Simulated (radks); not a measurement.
Valence configurations of O II (all share [He]). All-electron calculation, non-relativistic Kohn-Sham, PBE, spin-polarised, spherical densities, point nucleus; open shells are filled with parallel spins first. Program: a radial shooting solver on a logarithmic mesh with Libxc functionals. Order these by energy: 2s0.5 2p4.5; 2s1.5 2p3.5; 2p5; 2s1 2p4; 2s2 2p3.

Answer. From the lowest, in eV above it: 2s2 2p3 0.000; 2s1.5 2p3.5 7.495; 2s1 2p4 14.956; 2s0.5 2p4.5 25.071; 2p5 34.161. NIST lists [He] 2s2 2p3 as the ground configuration; this level of theory agrees among the configurations tried. The energies are those of spherical high-spin densities, not of single terms.
